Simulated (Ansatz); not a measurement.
Constitutional and geometric isomers with formula C2H6OSi. Isolated molecules, 0 K electronic values unless said otherwise. One relaxed conformer stands for each flexible species; it need not be the lowest. Strings in code marks are SMILES.

Quantity: vertical ionisation energy (energy after one electron is removed minus that of the parent at the parent's geometry), in eV. The restricted reference of `C=[SiH]CO` is unstable towards unrestricted orbitals.

A: `C/C=[SiH]\O` (C–Si–O–H torsion 0°)
B: `C=[Si](C)O` (C–Si–O–H torsion 0°)
C: `O[SiH]1CC1` (H–O–Si–C torsion 31°)
D: `C/C=[SiH]/O` (C–Si–O–H torsion 0°)
E: `C=[SiH]CO` (C–Si–C–O torsion -4°, Si–C–O–H torsion -49°)

Question: Rank these by vertical ionisation energy (energy after one electron is removed minus that of the parent at the parent's geometry) (lowest first), as frozen-core CCSD(T)/cc-pVTZ // B3LYP-D3(BJ)/def2-TZVP (Ansatz, a quantum-chemistry and plane-wave program) gives it.

Answer: D (7.87 eV), A (7.91 eV), B (7.96 eV), E (8.62 eV), C (9.06 eV)
